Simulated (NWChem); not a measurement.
System: C₂H₉NSi; SMILES CN[SiH2]C

The following NWChem deck was run.

```
start job
memory heap 200 mb stack 900 mb global 1100 mb
geometry units angstroms noautoz
  Si    -0.573771    -0.645097     0.095553
  C      0.991316    -1.656214    -0.190526
  N     -0.363968     1.012879    -0.384032
  C      0.548995     1.950120     0.260169
  H     -1.697399    -1.152342    -0.741574
  H     -0.965497    -0.824594     1.532780
  H      1.838335    -1.269911     0.388814
  H      1.276507    -1.650308    -1.248094
  H      0.833929    -2.697145     0.117593
  H     -1.179043     1.467084    -0.779313
  H      0.145503     2.407383     1.178194
  H      1.476460     1.433471     0.531316
  H      0.823916     2.759785    -0.427637
end
basis spherical
  * library def2-svp
end
dft
  xc b3lyp
  iterations 150
  mulliken
end
task dft energy
```

NWChem printed, in part:

```
             Northwest Computational Chemistry Package (NWChem) 7.3.0
             --------------------------------------------------------

 C1  symmetry detected

                             Geometry "geometry" -> ""
                             -------------------------

 Output coordinates in angstroms (scale by  1.889725989 to convert to a.u.)

  No.       Tag          Charge          X              Y              Z
 ---- ---------------- ---------- -------------- -------------- --------------
    1 Si                  14.0000    -0.61763337    -0.63120776     0.13982106
    2 C                    6.0000     0.91513480    -1.69425712    -0.13265630
    3 N                    7.0000    -0.37289991     1.00090442    -0.40718796
    4 C                    6.0000     0.57550696     1.93730047     0.18493018
    5 H                    1.0000    -1.76871915    -1.13982169    -0.65825937
    6 H                    1.0000    -0.98859929    -0.74482491     1.58922277
    7 H                    1.0000     1.78204600    -1.30891080     0.41714294
    8 H                    1.0000     1.18174328    -1.73660740    -1.19423307
    9 H                    1.0000     0.73595355    -2.71799076     0.21821239
   10 H                    1.0000    -1.18261092     1.46134794    -0.80625732
   11 H                    1.0000     0.20034587     2.44013561     1.09106269
   12 H                    1.0000     1.49373220     1.40669713     0.46053991
   13 H                    1.0000     0.85942444     2.71229243    -0.53825332

 Effective nuclear repulsion energy (a.u.)     175.3748486055

                                 NWChem DFT Module
                                 -----------------

 Summary of "ao basis" -> "ao basis" (spherical)
 ------------------------------------------------------------------------------
       Tag                 Description            Shells   Functions and Types
 ---------------- ------------------------------  ------  ---------------------
 Si                         def2-svp                 8       18   4s3p1d
 C                          def2-svp                 6       14   3s2p1d
 N                          def2-svp                 6       14   3s2p1d
 H                          def2-svp                 3        5   2s1p

            General Information
            -------------------
          SCF calculation type: DFT
          Wavefunction type:  closed shell.
          No. of atoms     :    13
          No. of electrons :    42
           Alpha electrons :    21
            Beta electrons :    21
          Charge           :     0
          Spin multiplicity:     1
          Use of symmetry is: off; symmetry adaption is: off
          Maximum number of iterations: 150
          AO basis - number of functions:   105
                     number of shells:    53
          Convergence on energy requested:  1.00D-06
          Convergence on density requested:  1.00D-05
          Convergence on gradient requested:  5.00D-04

              XC Information
              --------------
                         B3LYP Method XC Potential
                     Hartree-Fock (Exact) Exchange  0.200
                        Slater Exchange Functional  0.800 local
                    Becke 1988 Exchange Functional  0.720 non-local
              Lee-Yang-Parr Correlation Functional  0.810
                  VWN I RPA Correlation Functional  0.190 local

             Grid Information
             ----------------
          Grid used for XC integration:  medium
          Radial quadrature: Mura-Knowles
          Angular quadrature: Lebedev.
          Tag              B.-S. Rad. Rad. Pts. Rad. Cut. Ang. Pts.
          ---              ---------- --------- --------- ---------
          Si                  1.10       88          10.0       590
          C                   0.70       49          12.0       434
          N                   0.65       49          11.0       434
          H                   0.35       45          13.0       434
          Grid pruning is: on
          Number of quadrature shells:   640
          Spatial weights used:  Erf1

      Superposition of Atomic Density Guess
      -------------------------------------

 Sum of atomic energies:        -422.72585805

      Non-variational initial energy
      ------------------------------

 Total energy =    -425.080408
 1-e energy   =    -927.262204
 2-e energy   =     326.806947
 HOMO         =      -0.291286
 LUMO         =       0.070850

     ---------------------------------------------
      Total Density - Mulliken Population Analysis
     ---------------------------------------------

    Atom       Charge   Shell Charges
 -----------   ------   -------------------------------------------------------
    1 Si  14    13.31   2.00  1.99  0.97  0.23  5.94  1.07  0.89  0.23
    2 C    6     6.60   1.99  0.96  0.28  2.13  1.23  0.01
    3 N    7     7.77   1.99  1.03  0.48  2.55  1.71  0.01
    4 C    6     6.02   1.99  0.93  0.19  1.94  0.93  0.04
    5 H    1     1.09   0.71  0.37  0.01
    6 H    1     1.11   0.71  0.39  0.01
    7 H    1     0.87   0.65  0.18  0.03
    8 H    1     0.87   0.66  0.18  0.03
    9 H    1     0.86   0.65  0.18  0.03
   10 H    1     0.75   0.60  0.11  0.04
   11 H    1     0.93   0.69  0.21  0.02
   12 H    1     0.92   0.68  0.21  0.02
   13 H    1     0.92   0.69  0.21  0.02

   convergence    iter        energy       DeltaE   RMS-Dens  Diis-err
 ---------------- ----- ----------------- --------- --------- ---------
 d= 0,ls=0.0,diis     1   -425.6815306755 -6.01D+02  7.78D-03  3.54D-01
 d= 0,ls=0.0,diis     2   -425.7011670171 -1.96D-02  4.17D-03  2.04D-01
 d= 0,ls=0.0,diis     3   -425.7183336769 -1.72D-02  1.52D-03  5.50D-02
 d= 0,ls=0.0,diis     4   -425.7241290905 -5.80D-03  2.70D-04  1.01D-03
 d= 0,ls=0.0,diis     5   -425.7242569846 -1.28D-04  6.60D-05  7.52D-05
  Resetting Diis
 d= 0,ls=0.0,diis     6   -425.7242668114 -9.83D-06  1.63D-05  2.74D-06
 d= 0,ls=0.0,diis     7   -425.7242671903 -3.79D-07  5.05D-06  1.14D-07

         Total DFT energy =     -425.724267190343
      One electron energy =     -931.857214267918
           Coulomb energy =      372.842011515719
    Exchange-Corr. energy =      -42.083913043690
 Nuclear repulsion energy =      175.374848605546

 Numeric. integr. density =       42.000010081685

                       DFT Final Molecular Orbital Analysis
                       ------------------------------------

 Vector   19  Occ=2.000000D+00  E=-3.225403D-01
              MO Center= -8.6D-01, -7.3D-01,  2.3D-01, r^2= 3.2D+00
   Bfn.  Coefficient  Atom+Function         Bfn.  Coefficient  Atom+Function
  ----- ------------  ---------------      ----- ------------  ---------------
    61      0.312286   5 H  s                66     -0.294440   6 H  s
    10     -0.239688   1 Si pz               62      0.198109   5 H  s
    67     -0.171159   6 H  s                13     -0.168832   1 Si pz
     7      0.136206   1 Si pz               24      0.129856   2 C  pz
    76     -0.126415   8 H  s                 9     -0.099292   1 Si py

 Vector   20  Occ=2.000000D+00  E=-3.195829D-01
              MO Center=  7.9D-02, -1.1D+00, -7.6D-02, r^2= 2.9D+00
   Bfn.  Coefficient  Atom+Function         Bfn.  Coefficient  Atom+Function
  ----- ------------  ---------------      ----- ------------  ---------------
    22      0.342825   2 C  px                8     -0.260114   1 Si px
    23     -0.210544   2 C  py               61      0.193162   5 H  s
    25      0.180800   2 C  px               11     -0.177316   1 Si px
     5      0.146395   1 Si px               21     -0.123522   2 C  s
    71      0.120462   7 H  s                26     -0.116762   2 C  py

 Vector   21  Occ=2.000000D+00  E=-2.284300D-01
              MO Center= -2.6D-01,  8.6D-01, -1.5D-01, r^2= 2.4D+00
   Bfn.  Coefficient  Atom+Function         Bfn.  Coefficient  Atom+Function
  ----- ------------  ---------------      ----- ------------  ---------------
    38      0.444644   3 N  pz               41     -0.378464   3 N  pz
    36     -0.260056   3 N  px               39      0.209938   3 N  px
    67      0.208452   6 H  s                91      0.186717  11 H  s
    21     -0.164016   2 C  s                66      0.159473   6 H  s
    92      0.153720  11 H  s               101     -0.121031  13 H  s

 Vector   22  Occ=0.000000D+00  E= 4.191067D-02
              MO Center= -1.1D-01,  6.4D-01, -3.9D-02, r^2= 6.4D+00
   Bfn.  Coefficient  Atom+Function         Bfn.  Coefficient  Atom+Function
  ----- ------------  ---------------      ----- ------------  ---------------
    49      1.158768   4 C  s                35      0.873077   3 N  s
    21      0.858745   2 C  s                87     -0.704595  10 H  s
    11     -0.619743   1 Si px              102     -0.615849  13 H  s
    12     -0.552249   1 Si py               62     -0.541906   5 H  s
    97     -0.500399  12 H  s                92     -0.482598  11 H  s

 Vector   23  Occ=0.000000D+00  E= 5.588020D-02
              MO Center=  1.0D-01, -8.2D-01,  1.3D-01, r^2= 6.5D+00
   Bfn.  Coefficient  Atom+Function         Bfn.  Coefficient  Atom+Function
  ----- ------------  ---------------      ----- ------------  ---------------
    21      2.067102   2 C  s                12      0.893645   1 Si py
    72     -0.837109   7 H  s                35     -0.701111   3 N  s
    77     -0.580442   8 H  s                82     -0.559536   9 H  s
    11     -0.515905   1 Si px               97     -0.472576  12 H  s
    49      0.437410   4 C  s                 4     -0.335464   1 Si s

 Vector   24  Occ=0.000000D+00  E= 9.131515D-02
              MO Center=  3.4D-01,  1.1D+00,  2.8D-01, r^2= 8.0D+00
   Bfn.  Coefficient  Atom+Function         Bfn.  Coefficient  Atom+Function
  ----- ------------  ---------------      ----- ------------  ---------------
    49      2.204054   4 C  s                92     -1.239911  11 H  s
    21     -0.923423   2 C  s               102     -0.884202  13 H  s
    97     -0.824540  12 H  s                11      0.742054   1 Si px
    35     -0.733473   3 N  s                77      0.543082   8 H  s
    67      0.503763   6 H  s                13     -0.459905   1 Si pz

     ---------------------------------------------
      Total Density - Mulliken Population Analysis
     ---------------------------------------------

    Atom       Charge   Shell Charges
 -----------   ------   -------------------------------------------------------
    1 Si  14    13.47   2.00  1.98  1.02  0.15  5.93  1.27  0.84  0.29
    2 C    6     6.24   1.98  0.90  0.22  2.14  0.99  0.02
    3 N    7     7.42   1.99  0.98  0.47  2.48  1.48  0.01
    4 C    6     5.87   1.98  0.90  0.08  2.10  0.76  0.04
    5 H    1     1.12   0.75  0.36  0.01
    6 H    1     1.14   0.75  0.38  0.01
    7 H    1     0.96   0.73  0.20  0.03
    8 H    1     0.96   0.73  0.20  0.02
    9 H    1     0.96   0.73  0.20  0.03
   10 H    1     0.88   0.72  0.11  0.05
   11 H    1     0.99   0.75  0.22  0.02
   12 H    1     0.99   0.75  0.22  0.02
   13 H    1     0.99   0.75  0.22  0.02

     -------------------------------------------
      Total Density - Lowdin Population Analysis
     -------------------------------------------

    Atom       Charge   Shell Charges
 -----------   ------   -------------------------------------------------------
    1 Si  14    13.47   2.00  1.93  0.63  0.31  5.82  1.29  1.05  0.44
    2 C    6     6.26   1.96  0.59  0.33  1.91  1.41  0.05
    3 N    7     7.24   1.97  0.73  0.43  2.30  1.78  0.03
    4 C    6     5.98   1.96  0.57  0.30  1.86  1.19  0.10
    5 H    1     1.12   0.66  0.43  0.02
    6 H    1     1.13   0.66  0.45  0.02
    7 H    1     0.97   0.63  0.27  0.07
    8 H    1     0.97   0.63  0.27  0.07
    9 H    1     0.97   0.63  0.27  0.07
   10 H    1     0.94   0.60  0.21  0.13
   11 H    1     0.99   0.66  0.28  0.06
   12 H    1     0.98   0.65  0.27  0.06
   13 H    1     0.98   0.65  0.27  0.06

     Multipole analysis of the density
     ---------------------------------

     L   x y z        total         alpha         beta         nuclear
     -   - - -        -----         -----         ----         -------
     0   0 0 0     -0.000000    -21.000000    -21.000000     42.000000

     1   1 0 0      0.131551      0.065776      0.065776     -0.000000
     1   0 1 0      0.332937      0.166468      0.166468     -0.000000
     1   0 0 1     -0.051018     -0.025509     -0.025509      0.000000

     2   2 0 0    -25.740985    -60.997969    -60.997969     96.254953
     2   1 1 0     -0.963202     -0.110622     -0.110622     -0.741957
     2   1 0 1      0.966682      0.041743      0.041743      0.883196
     2   0 2 0    -24.274880   -161.636558   -161.636558    298.998235
     2   0 1 1     -0.153524     -1.117926     -1.117926      2.082328
     2   0 0 2    -27.152845    -29.100069    -29.100069     31.047293
```

Level: B3LYP/def2-SVP. Structure relaxed at the B3LYP/6-31G* (spherical d) level.
